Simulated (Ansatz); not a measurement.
`[F][Sb]([F])[F]`. The species carries charge 0 and has multiplicity 1. Sb takes the def2 core potential.

Question: List the harmonic frequencies (cm⁻¹, unscaled) at PBE0-D4/def2-TZVP in Ansatz. (Best estimate.)

Answer: The calculation gave: 198, 199, 246, 643, 643, 668.

Question: Is this a minimum?

Answer: Yes, all 6 modes are real.

Question: Give the ideal-gas thermochemistry at 298.15 K and 1 bar (rigid rotor, harmonic oscillator; point group C3v, symmetry number 3).

Answer: Zero-point energy 15.5 kJ/mol; H(298) − E = 30.8 kJ/mol; entropy 302.8 J/(mol·K), of which translation 173.5, rotation 99.3, vibration 30.0; G(298) − E = -59.5 kJ/mol.
